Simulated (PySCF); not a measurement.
Job file and geometry (Å, from GFN2-xTB) of an NMR shielding run on `CCCS[SiH2]C1=CC[C@@H]1F`, C7H13FSSi, GIAO PBE0/pcSseg-1 NMR shielding, non-relativistic, gas phase in PySCF 2.14.0, density-fitted response routines; density fitting, a coarse starting grid and PySCF grid level 2 are the driver's defaults:

```
$ OMP_NUM_THREADS=1 python probes_run.py task.json out

{"job": {"kind": "nmr", "xc": "PBE0", "basis": "pcSseg-1"}, "charge": 0, "multiplicity": 1}
C     -3.224488     0.241459    -0.915831
C     -3.396392    -0.835092     0.146451
C     -2.293070    -0.817976     1.193434
S     -0.658234    -1.280146     0.500682
Si     0.344346     0.613757     0.449129
C      2.104889     0.218195    -0.002161
C      2.887556    -0.865552    -0.081519
C      4.141091    -0.110658    -0.418282
C      3.233478     1.141832    -0.401777
F      3.575357     2.104038     0.516512
H     -4.057485     0.218956    -1.614241
H     -2.306459     0.075264    -1.474283
H     -3.183235     1.228525    -0.458534
H     -4.350381    -0.692714     0.661357
H     -3.412621    -1.817115    -0.329496
H     -2.203255     0.164396     1.653966
H     -2.496849    -1.556986     1.968182
H      0.226585     1.213010     1.777254
H     -0.255978     1.488218    -0.559816
H      2.700353    -1.916977     0.033865
H      4.892369    -0.100186     0.369790
H      4.614886    -0.342408    -1.371693
H      3.112786     1.655144    -1.359972
```

Problem. What does the program print?

Solution. 
```
coarse grid: 20000 points
cycle   1  E = -1061.1625657134  dE =  1.152e+00  |g| = 5.879e-01  |ddm| = 4.314e+00
cycle   2  E = -1061.1389490366  dE =  2.362e-02  |g| = 7.270e-01  |ddm| = 1.116e+00
cycle   3  E = -1061.2372693782  dE = -9.832e-02  |g| = 6.715e-02  |ddm| = 6.001e-01
cycle   4  E = -1061.2378061122  dE = -5.367e-04  |g| = 3.738e-02  |ddm| = 7.672e-02
cycle   5  E = -1061.2380913412  dE = -2.852e-04  |g| = 5.038e-03  |ddm| = 3.602e-02
cycle   6  E = -1061.2380968977  dE = -5.556e-06  |g| = 1.499e-03  |ddm| = 6.662e-03
final grid: 183568 points
cycle   7  E = -1061.3073496418  dE = -5.508e-05  |g| = 1.052e-02  |ddm| = 3.902e-02
cycle   8  E = -1061.3073324353  dE =  1.721e-05  |g| = 1.373e-02  |ddm| = 2.142e-02
cycle   9  E = -1061.3073771287  dE = -4.469e-05  |g| = 1.144e-03  |ddm| = 1.216e-02
cycle  10  E = -1061.3073773345  dE = -2.059e-07  |g| = 2.825e-04  |ddm| = 1.053e-03
cycle  11  E = -1061.3073773473  dE = -1.281e-08  |g| = 5.181e-05  |ddm| = 2.276e-04
cycle  12  E = -1061.3073773479  dE = -5.762e-10  |g| = 1.970e-05  |ddm| = 8.998e-05
converged SCF energy = -1061.3073773479

GIAO shielding tensors (ppm)
atom      isotropic    diamagn.    paramagn.     s11        s22        s33       span
  0 C      172.055     248.656     -76.600    157.700    174.604    183.862     26.162
  1 C      156.832     247.985     -91.153    148.412    149.959    172.124     23.712
  2 C      150.355     252.868    -102.513    128.290    158.266    164.508     36.218
  3 S      705.710    1062.431    -356.721    549.211    635.225    932.695    383.483
  4 Si     389.015     882.930    -493.916    352.534    364.605    449.906     97.372
  5 C       32.793     253.628    -220.836    -69.436     26.343    141.470    210.906
  6 C       20.709     252.019    -231.309   -112.166     13.882    160.412    272.578
  7 C      142.209     263.934    -121.724    133.672    138.862    154.093     20.422
  8 C       95.395     245.257    -149.861     60.393     82.975    142.818     82.425
  9 F      365.954     469.709    -103.755    348.295    369.338    380.229     31.934
 10 H       30.570      27.656       2.913     25.721     27.639     38.348     12.627
 11 H       29.946      32.089      -2.143     24.957     31.062     33.819      8.862
 12 H       31.278      30.881       0.397     27.387     29.311     37.135      9.748
 13 H       29.905      27.731       2.174     24.388     27.924     37.403     13.015
 14 H       30.202      30.358      -0.156     25.638     28.745     36.222     10.584
 15 H       29.744      33.120      -3.376     24.237     29.653     35.342     11.106
 16 H       28.540      31.743      -3.203     21.304     28.208     36.107     14.803
 17 H       26.634      31.267      -4.633     22.897     25.452     31.553      8.656
 18 H       26.595      31.988      -5.393     21.753     27.354     30.678      8.925
 19 H       24.329      33.517      -9.188     20.927     23.944     28.116      7.188
 20 H       28.707      28.810      -0.103     25.962     27.161     32.999      7.036
 21 H       28.625      28.944      -0.319     25.725     26.569     33.580      7.855
 22 H       26.281      29.055      -2.774     23.765     25.720     29.359      5.594
```

Problem. Turn these shieldings into chemical shifts. δ = σ(ref) − σ, references computed at the same level: TMS for 13C (σ = 186.93 ppm), 29Si (σ = 349.16 ppm), 1H (σ = 31.72 ppm); 33S (σ = 503.73 ppm) against CS2; 19F (σ = 170.95 ppm) against CFCl3.

Solution. Averaging equivalent atoms: C 6: 166.2; C 5: 154.1; C 8: 91.5; C 7: 44.7; C 2: 36.6; C 1: 30.1; C 0: 14.9; S 3: -202; Si 4: -39.9; F 9: -195.0; H 19: 7.39; H 22: 5.44; H 18: 5.12; H 17: 5.08; H 16: 3.18; H 21: 3.09; H 20: 3.01; H 15: 1.97; H 13: 1.81; H 14: 1.52; H 10/11/12: 1.12 ppm. Unscaled 19F shifts against computed CFCl3 carry errors that often reach 10 to 50 ppm.

Size and cost of the density-fitted run: 249 basis functions, 52 s wall time on 1 thread of an Intel Xeon 6975P-C, shared host; peak memory 1.2 GiB.
